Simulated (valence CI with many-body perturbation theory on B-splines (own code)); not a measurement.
**Mn4+: electric-dipole lines**

Level of theory: relativistic CI+MBPT: three valence electrons over a frozen Dirac-Fock core [Ar], radial functions for each j: 7 s, 7 p, 8 d, 6 f, 4 g, 1 h, with the one-electron correlation potential Σ1, the two-electron term Σ2, the three-electron term Σ3, Breit, model QED; selected CI, second order for the rest, scaled by the run's own slope (own B-spline code, finite nucleus).

Set against measurement, 67 paired levels are off by 1039 cm⁻¹ on average, the worst by 1766. These come from a selection out of Corliss and Sugar, J. Phys. Chem. Ref. Data 6, 1253 (1977). Levels without a partner in it may be off by more, other configurations by 1,000 to 8,000 cm⁻¹. The list stops below the first excitations out of the core.

Lines 151 to 200 of 562 in falling wavelength, among levels below 297960 cm⁻¹, chosen from the strongest by gf and those to the six lowest levels. Wavelengths and rates use the calculated energies, so an error of 1000 cm⁻¹ moves a line at 1449 Å by 1.4 % and its rate by three times that or more. Electric multipoles are in the length gauge, E1 and E2 with the static RPA response of the core. Weak lines are less certain than strong ones. Lines between different terms over intervals too small for the method are left out, as are lines whose strength nearly cancels. Where a level lies close to another of its J and parity, the split of strength between their lines is uncertain. The highest levels of a list are the least certain.

Names give the largest LS component (configuration and term), which can be under half, so a name can repeat, a term be missing and a line seem to break the LS rules; names also repeat where a configuration has a term twice. Letters in brackets count levels of one name in rising energy.

```
λ vac (Å)  λ from measured levels               Upper          Lower   A (s⁻¹)  S (a.u.) with core polarisation  S without
     1451                          3d2 4p 2D°_5/2 [b]  3d2 4s 2D_3/2  1.76e+08                         1.60e+00   1.82e+00
     1449                    1453  3d2 4p 2D°_3/2 [a]  3d2 4s 4F_5/2  2.49e+08                         1.50e+00   1.71e+00
     1448                    1449  3d2 4p 2F°_7/2 [a]  3d2 4s 4F_5/2  3.17e+07                         3.81e-01   4.34e-01
     1448                          3d2 4p 4D°_7/2 [b]  3d2 4s 2D_5/2  4.26e+07                         5.11e-01   5.85e-01
     1447                          3d2 4p 2D°_5/2 [b]  3d2 4s 2D_5/2  4.49e+08                         4.03e+00   4.58e+00
     1446                    1449  3d2 4p 4D°_5/2 [a]  3d2 4s 4F_7/2  4.21e+08                         3.77e+00   4.31e+00
     1444                    1446  3d2 4p 4D°_7/2 [a]  3d2 4s 4F_9/2  5.12e+08                         6.08e+00   6.95e+00
     1443                          3d2 4p 2G°_7/2 [b]  3d2 4s 4P_5/2  5.60e+06                         6.65e-02   7.58e-02
     1442                          3d2 4p 2D°_3/2 [c]  3d2 4s 2P_1/2  6.84e+08                         4.05e+00   4.60e+00
     1442                    1445  3d2 4p 2D°_3/2 [a]  3d2 4s 4F_3/2  2.30e+08                         1.36e+00   1.55e+00
     1435                    1437  3d2 4p 4D°_5/2 [a]  3d2 4s 4F_5/2  2.00e+08                         1.75e+00   1.99e+00
     1433                    1437  3d2 4p 4D°_1/2 [a]  3d2 4s 4F_3/2  8.78e+08                         2.55e+00   2.91e+00
     1433                              3d2 4p 4P°_3/2  3d2 4s 4P_5/2  2.92e+08                         1.70e+00   1.94e+00
     1429                    1432  3d2 4p 4D°_7/2 [a]  3d2 4s 4F_7/2  1.11e+08                         1.28e+00   1.47e+00
     1428                              3d2 4p 4P°_1/2  3d2 4s 4P_3/2  6.65e+08                         1.91e+00   2.18e+00
     1427                    1431  3d2 4p 4D°_3/2 [a]  3d2 4s 4F_5/2  3.78e+08                         2.17e+00   2.48e+00
     1427                    1430  3d2 4p 4D°_5/2 [a]  3d2 4s 4F_3/2  4.35e+06                         3.74e-02   4.27e-02
     1421                              3d2 4p 4P°_3/2  3d2 4s 4P_3/2  1.21e+08                         6.86e-01   7.82e-01
     1421                              3d2 4p 4P°_1/2  3d2 4s 4P_1/2  1.64e+08                         4.66e-01   5.31e-01
     1421                    1424  3d2 4p 2D°_5/2 [a]  3d2 4s 4F_7/2  1.40e+08                         1.19e+00   1.36e+00
     1420                    1423  3d2 4p 4D°_3/2 [a]  3d2 4s 4F_3/2  5.37e+07                         3.03e-01   3.46e-01
     1419                              3d2 4p 4P°_5/2  3d2 4s 4P_5/2  5.75e+08                         4.86e+00   5.54e+00
     1418                    1421  3d2 4p 4D°_7/2 [a]  3d2 4s 4F_5/2  1.57e+06                         1.76e-02   2.02e-02
     1415                              3d2 4p 4P°_3/2  3d2 4s 4P_1/2  4.40e+08                         2.46e+00   2.80e+00
     1410                              3d2 4p 4P°_1/2  3d2 4s 2D_3/2  5.64e+07                         1.56e-01   1.78e-01
     1410                    1413  3d2 4p 2D°_5/2 [a]  3d2 4s 4F_5/2  1.37e+07                         1.13e-01   1.29e-01
     1409                          3d2 4p 2G°_7/2 [b]  3d2 4s 2D_5/2  7.01e+06                         7.74e-02   8.80e-02
     1407                              3d2 4p 4P°_5/2  3d2 4s 4P_3/2  3.09e+08                         2.55e+00   2.91e+00
     1404                              3d2 4p 4P°_3/2  3d2 4s 2D_3/2  2.05e+06                         1.12e-02   1.28e-02
     1402                    1406  3d2 4p 2D°_5/2 [a]  3d2 4s 4F_3/2  1.47e+06                         1.20e-02   1.37e-02
     1400                              3d2 4p 4P°_3/2  3d2 4s 2D_5/2  5.20e+07                         2.81e-01   3.21e-01
     1389                              3d2 4p 4P°_5/2  3d2 4s 2D_3/2  1.17e+07                         9.29e-02   1.06e-01
     1388                          3d2 4p 2P°_1/2 [b]  3d2 4s 2P_3/2  3.24e+08                         8.54e-01   9.67e-01
     1385                              3d2 4p 4P°_5/2  3d2 4s 2D_5/2  3.02e+07                         2.38e-01   2.72e-01
     1384                          3d2 4p 2P°_3/2 [b]  3d2 4s 2P_3/2  8.65e+08                         4.53e+00   5.12e+00
     1379                          3d2 4p 2P°_1/2 [b]  3d2 4s 2P_1/2  6.17e+08                         1.60e+00   1.81e+00
     1375                          3d2 4p 2P°_3/2 [b]  3d2 4s 2P_1/2  8.21e+07                         4.21e-01   4.76e-01
     1373                    1368  3d2 4p 2G°_7/2 [a]  3d2 4s 4F_7/2  5.40e+06                         5.51e-02   6.27e-02
     1372                    1367  3d2 4p 2G°_9/2 [a]  3d2 4s 4F_9/2  1.47e+07                         1.87e-01   2.13e-01
     1371                          3d2 4p 2F°_7/2 [c]  3d2 4s 2G_7/2  5.58e+07                         5.68e-01   6.46e-01
     1371                          3d2 4p 2F°_7/2 [c]  3d2 4s 2G_9/2  8.82e+08                         8.97e+00   1.02e+01
     1363                    1358  3d2 4p 2G°_7/2 [a]  3d2 4s 4F_5/2  3.26e+06                         3.25e-02   3.68e-02
     1359                    1354  3d2 4p 2G°_9/2 [a]  3d2 4s 4F_7/2  2.95e+06                         3.65e-02   4.12e-02
     1356                          3d2 4p 2F°_5/2 [c]  3d2 4s 2G_7/2  9.78e+08                         7.22e+00   8.21e+00
     1335                          3d2 4p 2D°_5/2 [c]  3d2 4s 4P_3/2  2.85e+06                         2.01e-02   2.27e-02
     1319                          3d2 4p 2D°_5/2 [c]  3d2 4s 2D_3/2  1.13e+07                         7.68e-02   8.68e-02
     1319                          3d2 4p 2D°_3/2 [c]  3d2 4s 2D_3/2  6.35e+07                         2.87e-01   3.26e-01
     1318                          3d2 4p 2F°_5/2 [c]  3d2 4s 2P_3/2  1.84e+06                         1.25e-02   1.41e-02
     1316                          3d2 4p 2D°_5/2 [c]  3d2 4s 2D_5/2  6.55e+07                         4.42e-01   5.01e-01
     1315                          3d2 4p 2D°_3/2 [c]  3d2 4s 2D_5/2  1.00e+07                         4.51e-02   5.11e-02
```
